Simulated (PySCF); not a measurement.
# Relaxation of quintet OsH₄

Level of theory: PySCF, UPBE0, basis Os def2-TZVP with ECP60, H def2-TZVP (scalar-relativistic core potentials, no spin–orbit coupling, density fitting). A (50,194) grid was used.

A start at or just off a symmetric point, pushed along the force that breaks its symmetry, of D2d symmetry, free to break it:

```xyz
5
charge 0 multiplicity 5, angstrom
Os    0.0000    0.0000    0.0000
H     1.4083   -0.0001    0.9153
H    -1.4083    0.0000    0.9153
H     0.0000    1.4084   -0.9153
H     0.0000   -1.4083   -0.9153
```

(1) What does it relax to?

(2) How much energy is released, and in how many steps?

Answers

(1) It ends at D2d with Os–H 1.676 Å (×4); H–Os–H 95.9° (×4), H–Os–H 142.5° (×2). A frequency run shows 2 imaginary modes (one degenerate set), down to 308i cm⁻¹, so it is a higher-order saddle point. Other isomers or separated fragments may lie lower.

(2) 75.6 kJ/mol in 5 steps.

Other spin states or occupations of the open shell can lie lower. At this level a singlet minimum of Td symmetry lies 203 kJ/mol below this structure. With an element this heavy the missing spin–orbit coupling can shift these numbers.
